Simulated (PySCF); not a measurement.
Homolysis of single bonds, series Ga Cl-Br. All species are isolated molecules in the gas phase. Strings in code marks are SMILES.

The four lowest singlet excitations (Tamm–Dancoff). Calculation: PBE-D3(BJ)/def2-TZVP // PBE0-D3(BJ)/def2-TZVP run with PySCF 2.14.0. Excitations are Tamm–Dancoff values on a coarser integration grid. The basis has no diffuse functions, so Rydberg states are missing or too high.

```tsv
state	energy (eV)	wavelength (nm)	oscillator strength
S1	5.28	235	0.000
S2	5.57	223	0.000
S3	5.57	223	0.000
S4	5.69	218	0.029
```

Question: Name which member gives these states.
A. `[Cl][Ga]([Cl])[Br]`
B. `[Cl][Ga]([Br])[Br]`
C. `[Br][Ga]([Br])[Br]`
D. `[Cl][Ga]([Cl])[Cl]`

Answer: D, `[Cl][Ga]([Cl])[Cl]`
